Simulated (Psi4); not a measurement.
ClI, triplet, geometry from GFN2-xTB (a higher spin typed on purpose: for a closed-shell molecule this is an excited state) (core potentials on I); Psi4 with PBE0/def2-SVP.

Input for Psi4:
```
memory 2 GB

molecule {
0 3
  Cl   -0.00000000   -0.00000000   -2.11796384
  I     0.00000000    0.00000000    0.67934689
}

set basis def2-svp
set reference uks
set scf_type pk
set puream true
set d_convergence 1e-8
set dft_radial_points 99
set dft_spherical_points 590

energy('pbe0')
print_variables()
```

Task: What does Psi4 print? Leave out banner, timings and long lists.

Result: 
```
   => Loading Basis Set <=

    Name: DEF2-SVP
    Role: ORBITAL
    Keyword: BASIS

    !!!  WARNING: ECP capability is in beta. Please check occupations closely.  !!!

         ---------------------------------------------------------
                                   SCF
               by Justin Turney, Rob Parrish, Andy Simmonett
                          and Daniel G. A. Smith
                              UKS Reference
         ---------------------------------------------------------

  ==> Geometry <==

    Molecular point group: c2v
    Full point group: C_inf_v

    Geometry (in Angstrom), charge = 0, multiplicity = 3:

       Center              X                  Y                   Z               Mass
    ------------   -----------------  -----------------  -----------------  -----------------
         CL           0.000000000000     0.000000000000    -2.193018780874    34.968852682000
         I            0.000000000000     0.000000000000     0.604291949126   126.904471900000

  Running in c2v symmetry.

  Rotational constants: A = ************  B =      0.07858  C =      0.07858 [cm^-1]
  Rotational constants: A = ************  B =   2355.87777  C =   2355.87777 [MHz]
  Nuclear repulsion =   80.398760181622734

  Charge       = 0
  Multiplicity = 3
  Electrons    = 42
  Nalpha       = 22
  Nbeta        = 20

  ==> Algorithm <==

  SCF Algorithm Type is PK.
  DIIS enabled.
  MOM disabled.
  Fractional occupation disabled.
  Guess Type is SAD.
  Energy threshold   = 1.00e-06
  Density threshold  = 1.00e-08
  Integral threshold = 1.00e-12

  ==> Primary Basis <==

  Basis Set: DEF2-SVP
    Blend: DEF2-SVP
    Number of shells: 18
    Number of basis functions: 44
    Number of Cartesian functions: 47
    Spherical Harmonics?: true
    Max angular momentum: 2

  Core potential: DEF2-SVP
    Number of shells: 4
    Number of ECP primitives: 29
    Number of ECP core electrons: 28
    Max angular momentum: 3

  ==> DFT Potential <==

   => LibXC <=

    Version 7.1.2
    S. Lehtola, C. Steigemann, M. J. T. Oliveira, and M. A. L. Marques,  SoftwareX 7, 1–5 (2018) (10.1016/j.softx.2017.11.002)

   => Composite Functional: PBE0 <=

    PBE0 Hyb-GGA Exchange-Correlation Functional

    C. Adamo and V. Barone,  J. Chem. Phys. 110, 6158 (1999) (10.1063/1.478522)
    M. Ernzerhof and G. E. Scuseria,  J. Chem. Phys. 110, 5029 (1999) (10.1063/1.478401)

    Deriv               =              1
    GGA                 =           TRUE
    Meta                =          FALSE

    Exchange Hybrid     =           TRUE
    MP2 Hybrid          =          FALSE

   => Exchange Functionals <=

    0.7500   Perdew, Burke & Ernzerhof

   => Exact (HF) Exchange <=

    0.2500               HF

   => Correlation Functionals <=

    1.0000   Perdew, Burke & Ernzerhof

   => LibXC Density Thresholds  <==

    XC_HYB_GGA_XC_PBEH:  1.00E-15

   => Molecular Quadrature <=

    Radial Scheme          =       TREUTLER
    Pruning Scheme         =           NONE
    Nuclear Scheme         =       TREUTLER

    Blocking Scheme        =         OCTREE
    BS radius alpha        =              1
    Pruning alpha          =              1
    Radial Points          =             99
    Spherical Points       =            590
    Total Points           =         102575
    Total Blocks           =            835
    Max Points             =            256
    Max Functions          =             44
    Weights Tolerance      =       1.00E-15

  ==> Integral Setup <==

  Using in-core PK algorithm.
   Calculation information:
      Number of atoms:                   2
      Number of AO shells:              18
      Number of primitives:             41
      Number of atomic orbitals:        47
      Number of basis functions:        44

      Integral cutoff                 1.00e-12
      Number of threads:                 1

  Performing in-core PK
  Using 981090 doubles for integral storage.
  We computed 13382 shell quartets total.
[...]
   -------------------------

  ==> Iterations <==

                        Total Energy        Delta E     RMS |[F,P]|

   @UKS iter SAD:  -754.43740247727669   -7.54437e+02   0.00000e+00
   @UKS iter   1:  -757.30884670510363   -2.87144e+00   2.16235e-02 DIIS/ADIIS
   @UKS iter   2:  -757.11995661386459    1.88890e-01   3.06784e-02 DIIS/ADIIS
   @UKS iter   3:  -757.54554061547321   -4.25584e-01   3.66237e-03 DIIS/ADIIS
   @UKS iter   4:  -757.54852876428163   -2.98815e-03   2.17934e-03 DIIS/ADIIS
   @UKS iter   5:  -757.55093752346875   -2.40876e-03   1.99653e-04 DIIS/ADIIS
   @UKS iter   6:  -757.55104345760662   -1.05934e-04   3.52319e-04 DIIS/ADIIS
   @UKS iter   7:  -757.55119307419159   -1.49617e-04   1.64610e-04 DIIS/ADIIS
   @UKS iter   8:  -757.55126467723892   -7.16030e-05   4.28102e-05 DIIS
   @UKS iter   9:  -757.55127725605257   -1.25788e-05   4.45899e-06 DIIS
   @UKS iter  10:  -757.55127731880145   -6.27489e-08   2.45101e-06 DIIS
   @UKS iter  11:  -757.55127732183325   -3.03180e-09   7.97382e-07 DIIS
   @UKS iter  12:  -757.55127732216931   -3.36058e-10   3.87444e-08 DIIS
   @UKS iter  13:  -757.55127732217272   -3.41061e-12   6.28035e-09 DIIS
  Energy and wave function converged.

  ==> Post-Iterations <==

   Electrons on quadrature grid:
      Nalpha   =   21.9999999737 ; deviation = -2.635e-08
      Nbeta    =   19.9999999977 ; deviation = -2.309e-09
      Ntotal   =   41.9999999713 ; deviation = -2.866e-08

   @Spin Contamination Metric:   3.690366080E-03
   @S^2 Expected:                2.000000000E+00
   @S^2 Observed:                2.003690366E+00
   @S   Expected:                1.000000000E+00
   @S   Observed:                1.000000000E+00

    Orbital Energies [Eh]
    ---------------------

    Alpha Occupied:

[...]
      11A1    -0.278314

    Alpha Virtual:

[...]
      21A1    55.751945

    Beta Occupied:

[...]
    Beta Virtual:

[...]
    Final Occupation by Irrep:
             A1    A2    B1    B2
    DOCC [    10,    1,    4,    5 ]
    SOCC [     1,    0,    1,    0 ]
    NA   [    11,    1,    5,    5 ]
    NB   [    10,    1,    4,    5 ]

  @UKS Final Energy:  -757.55127732217272

   => Energetics <=

    Nuclear Repulsion Energy =             80.3987601816227340
    One-Electron Energy =               -1313.2384881112984658
    Two-Electron Energy =                 513.4022016637791239
    DFT Exchange-Correlation Energy =     -38.1137510562761008
    Empirical Dispersion Energy =           0.0000000000000000
    VV10 Nonlocal Energy =                  0.0000000000000000
    Total Energy =                       -757.5512773221727230

  UHF NO Occupations:
  HONO-2 :   10 A1 1.9991282
  HONO-1 :    5 B1 1.0000000
  HONO-0 :   11 A1 1.0000000
  LUNO+0 :   12 A1 0.0008718
  LUNO+1 :    6 B1 0.0004036
  LUNO+2 :   13 A1 0.0002976
  LUNO+3 :   14 A1 0.0001922

Computation Completed

Properties will be evaluated at   0.000000,   0.000000,   0.000000 [a0]

Properties computed using the SCF density matrix

 Multipole Moments:

 ------------------------------------------------------------------------------------
     Multipole            Electronic (a.u.)      Nuclear  (a.u.)        Total (a.u.)
 ------------------------------------------------------------------------------------

 L = 1.  Multiply by 2.5417464519 to convert [e a0] to [Debye]
 Dipole X            :          0.0000000            0.0000000            0.0000000
 Dipole Y            :          0.0000000            0.0000000            0.0000000
 Dipole Z            :         42.6504247          -41.9028259            0.7475988
 Magnitude           :                                                    0.7475988

 ------------------------------------------------------------------------------------

  Variable Map:
  ----------------------------------------------------------------------------
[...]
  Array Variable Map:
  ----------------------------------------------------------------------------
[...]
[...]
```
